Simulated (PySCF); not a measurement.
Sr+: ionisation energy

Sr+ [Kr] 5s1 (2S) → Sr(2+) [Kr] (1S), as a difference of total energies. Computed with PySCF 2.14 in x2c-TZVPPall with one added diffuse shell each of s, p, d, f type (9s7p7d3f1g, 95 functions), with scalar relativity by spin-free X2C-1e. Correlated levels: valence and next inner shell: [Ar] 3d10 frozen. The calculations carry no spin-orbit coupling.

**Question.** Order these methods by the ionisation energy they give, lowest first.
A. CCSD(T) (valence and next inner shell)
B. UHF
C. SCS-MP2 (valence and next inner shell)
D. CCSD (valence and next inner shell)

**Answer.** B (10.451 eV), C (10.863 eV), D (10.927 eV), A (10.962 eV).

Errors of the correlated levels include the incompleteness of this basis and the frozen core.

For comparison: 11.030 eV (measured; NIST Atomic Spectra Database, ionization energies).
